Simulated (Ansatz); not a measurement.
System: ZnBr2, charge 0, multiplicity 1. 
Structure (B3LYP-D3(BJ)/def2-TZVP (Ansatz, a quantum-chemistry and plane-wave program) minimum search):
```
Zn
Br 1 2.2411
Br 1 2.2411 2 180.00
```

Wanted: vertical electron affinity (to the doublet state of charge -1; a negative value means that the extra electron is unbound and the number depends on the basis; each state is the SCF solution reached for its spin), in eV. Correlated levels leave the core frozen unless marked. UHF or UKS for open shells. Spin-orbit coupling is left out. Frozen are the shells of the preceding noble gas and the d and f shells that filled before the atom's block. No relativistic terms. Anions need diffuse functions: def2-D sets add few. 

```tsv
level	program	vertical electron affinity (eV)
B3LYP/def2-TZVPD	Ansatz	0.38
PBE0/def2-TZVPD	Ansatz	0.26
BHLYP/def2-TZVPD	Ansatz	0.10
CAM-B3LYP/def2-TZVPD	Ansatz	0.29
wB97M-V/def2-TZVPD	Ansatz	0.12
wB97X-V/def2-TZVPD	Ansatz	0.05
wB97X/def2-TZVPD	Ansatz	0.09
CCSD/def2-SVPD	Ansatz	0.01
CCSD(T)/def2-SVPD	Ansatz	0.06
```
